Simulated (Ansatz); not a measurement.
C3H7O3, charge +1, singlet, geometry from GFN2-xTB; CCSD(T) on PBE0/cc-pVDZ (Ansatz, an electronic-structure program).

Here is a job for Ansatz.
Ansatz 0.2 input:
```yaml
crystal:
  periodic: [false, false, false]
  atoms:
    - {symbol: C, position_ang: [2.36032587, 0.21027198, 0.09300496]}
    - {symbol: O, position_ang: [1.14551794, -0.55820417, 0.15594659]}
    - {symbol: C, position_ang: [-0.00951576, -0.02715137, 0.00403954]}
    - {symbol: O, position_ang: [-0.22212090, 1.23115050, -0.21869515]}
    - {symbol: O, position_ang: [-0.99568903, -0.82311189, 0.08402118]}
    - {symbol: C, position_ang: [-2.34622995, -0.34687137, -0.06931354]}
    - {symbol: H, position_ang: [2.39393837, 0.96155530, 0.88501374]}
    - {symbol: H, position_ang: [3.15559100, -0.51563358, 0.25805874]}
    - {symbol: H, position_ang: [2.49053887, 0.66328619, -0.89221433]}
    - {symbol: H, position_ang: [0.55192752, 1.82013155, -0.27546974]}
    - {symbol: H, position_ang: [-2.58196553, 0.38903115, 0.69983258]}
    - {symbol: H, position_ang: [-2.48650404, 0.09427892, -1.05644025]}
    - {symbol: H, position_ang: [-2.97267123, -1.22882050, 0.04465250]}
basis:
  gaussian:
    orbitals: cc-pVDZ
hamiltonian:
  xc: pbe0
total_charge: 1
magnetization: {spin_polarized: false}
correlation: {method: ccsd_t}
```

**Question.** What does Ansatz print? Leave out banner, timings and long lists.

**Answer.** 
```
Functional definition: PBE0
1078 factors; integrals over basis functions are off by at most 1.3e-3 eV
mean field evaluation 1: about -9339.3964 eV, gradient 7.1e1 eV
mean field evaluation 2: about -9339.8166 eV, gradient 7.1e1 eV
mean field evaluation 4: about -9348.8752 eV, gradient 1.0e1 eV
mean field evaluation 8: about -9349.0939 eV, gradient 1.2e0 eV
mean field evaluation 16: about -9349.0966 eV, gradient 1.5e-4 eV
mean field -9349.09656947 eV, -343.5729618827 hartree, gradient 4.4e-6 eV, S^2 0.000000; 0 other end points of the search recorded, 0 dependent functions left out
6 core orbitals not correlated
reference -9306.74676470 eV, -342.0166352633 hartree; 18, 18 occupied and 95, 95 virtual orbitals, 1078 factors
second order -26.86573496 eV of doubles, -0.68576346 eV of singles
cycle   1  -26.80284143 eV  change    7.1e-1 eV  update   1.4e-1
cycle   2  -27.53796112 eV  change   -7.4e-1 eV  update   4.8e-2
cycle   3  -27.74221432 eV  change   -2.0e-1 eV  update   1.2e-2
cycle   4  -27.74364439 eV  change   -1.4e-3 eV  update   2.9e-3
cycle   5  -27.74376025 eV  change   -1.2e-4 eV  update   9.5e-4
cycle   6  -27.74446406 eV  change   -7.0e-4 eV  update   3.0e-4
cycle   7  -27.74431930 eV  change    1.4e-4 eV  update   1.0e-4
cycle   8  -27.74421631 eV  change    1.0e-4 eV  update   3.3e-5
cycle   9  -27.74421114 eV  change    5.2e-6 eV  update   1.3e-5
perturbative correction -0.87948496 eV, -0.0323204760 hartree
Total energy: -9335.37046080 eV, -343.0685366929 hartree
```
